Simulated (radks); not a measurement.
Coulomb parameter of the 4d shell of the palladium ion Pd2+ in the model configuration [Kr] 4d7 5p1, as a second difference U = [E(n + 0.5) + E(n - 0.5) - 2 E(n)] / (0.5)^2 with all orbitals relaxed. "Bare": the charge of the atom changes with n. "Screened": the 5p shell takes up the change at fixed total charge, which measures U(4d,4d) + U(5p,5p) - 2 U(4d,5p). All-electron calculation, scalar-relativistic Kohn-Sham, PBEsol, spin-unpolarised, spherical densities, finite nucleus; Fermi nuclear charge, rms radius 4.5318 fm. Program: a radial shooting solver on a logarithmic mesh with Libxc functionals.

case              configuration  E - E(n) (eV)
start              [Kr] 4d7 5p1          0.000
bare +0.5        [Kr] 4d7.5 5p1        -14.509
bare -0.5        [Kr] 4d6.5 5p1         17.974
screened +0.5  [Kr] 4d7.5 5p0.5         -7.810
screened -0.5  [Kr] 4d6.5 5p1.5          8.592

U(bare) = 13.859 eV, U(screened by 5p) = 3.127 eV, against the Slater integral F0(4d,4d) = 18.658 eV with frozen orbitals.
